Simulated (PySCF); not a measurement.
CaS, PBE0: how much the basis matters

PySCF, UKS reference; singlet, unpaired electrons none; De to Ca + S without counterpoise correction.

```json
{"basis": "x2c-SVPall", "relativity": "spin-free X2C", "functions": "42", "Re (Å)": "2.299", "ωe (cm⁻¹)": "497", "De (eV)": "3.49", "μ (D)": "-9.85"}
{"basis": "def2-SVPD", "relativity": "no relativity", "functions": "54", "Re (Å)": "2.310", "ωe (cm⁻¹)": "488", "De (eV)": "3.67", "μ (D)": "-10.71"}
{"basis": "def2-TZVPP", "relativity": "no relativity", "functions": "78", "Re (Å)": "2.300", "ωe (cm⁻¹)": "488", "De (eV)": "3.59", "μ (D)": "-10.34"}
```

(1) How does each smaller set differ from the one with most functions, def2-TZVPP?

A positive dipole means Ca(−)S(+). Measured (Huber and Herzberg, Constants of Diatomic Molecules (1979)): Re = 2.3178 Å, ωe = 462.23 cm⁻¹. 

Results:

(1) x2c-SVPall: -0.1 pm, +1.8 % in ωe, -0.10 eV in De; def2-SVPD: +1.0 pm, +0.0 % in ωe, +0.08 eV in De. All at PBE0; the set with most functions is neither the basis-set limit nor always the best. The rows treat relativity differently, so the differences are not basis effects alone.
